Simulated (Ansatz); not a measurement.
Reaction R1 → P1 + P2, each structure at its B3LYP-D3(BJ)/def2-TZVP stationary point, reached from a drawn start (curvature not checked).
R1, Cl2Cu (SMILES [Cl][Cu][Cl]) (charge 0, multiplicity 2):
```xyz
3

Cu     0.000     0.000    -0.002
Cl     2.080    -0.004     0.009
Cl    -2.080     0.004    -0.007
```
P1: ClCu (SMILES [Cl][Cu]), charge 0, multiplicity 1.
P2: Cl atom, charge 0, multiplicity 2.

P less R. No zero-point or thermal terms; singlets are restricted closed shells; open shells are unrestricted; no spin–orbit coupling. The spin states of the d-block species are the ones drawn and need not be the lowest.

Correlated levels freeze the cores.

Programs: Ansatz (Gaussian basis) for Hartree–Fock, density functionals and correlated methods. Each number belongs to the level named beside it.

Total energies in hartree:

| structure | PBE/def2-TZVPP | CCSD(T)/def2-QZVPP |
|---|---|---|
| R1 | -2560.406445 | -2559.038445 |
| P1 | -2100.340441 | -2099.262983 |
| P2 | -459.958430 | -459.695345 |

Q: Work out the reaction energy at each level in eV (1 hartree = 27.21139 eV), and say how far PBE/def2-TZVPP lies from CCSD(T)/def2-QZVPP.

A: 
- PBE/def2-TZVPP: (-2100.340441) + (-459.958430) − (-2560.406445) = 0.107574 hartree = 2.927 eV
- CCSD(T)/def2-QZVPP: (-2099.262983) + (-459.695345) − (-2559.038445) = 0.080117 hartree = 2.180 eV
PBE/def2-TZVPP less CCSD(T)/def2-QZVPP: 0.747 eV. CCSD(T)/def2-QZVPP is the level counted from, the highest shown, and no exact or measured value.

Ansatz is a first-principles code.
